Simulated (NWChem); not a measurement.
SiHOF3; SMILES O[Si](F)(F)F

```xyz
6

O      1.1282    -1.1693     0.0000
Si    -0.0021    -0.0112     0.0000
F      0.0991     0.9385    -1.2798
F     -1.4267    -0.7169     0.0000
F      0.0991     0.9385     1.2798
H      2.0593    -0.9312     0.0000
```
Atoms are numbered in this order, from 1.

Computed with NWChem. The geometry was optimised at PBE0/def2-SVP. Vertical excitations in the gas phase; the lowest state need not have the same character in each row.

For level PBE0/def2-SVP, TDA:

```
Item                             Result
-------------------------------  ------
lowest excitation, singlet (eV)    9.16
orbital gap (eV)                  11.00
```

Problem. Estimate the same quantities for level PBE/def2-SVP, TDA.

Solution. lowest excitation, singlet (eV): 8.26
orbital gap (eV): 8.02
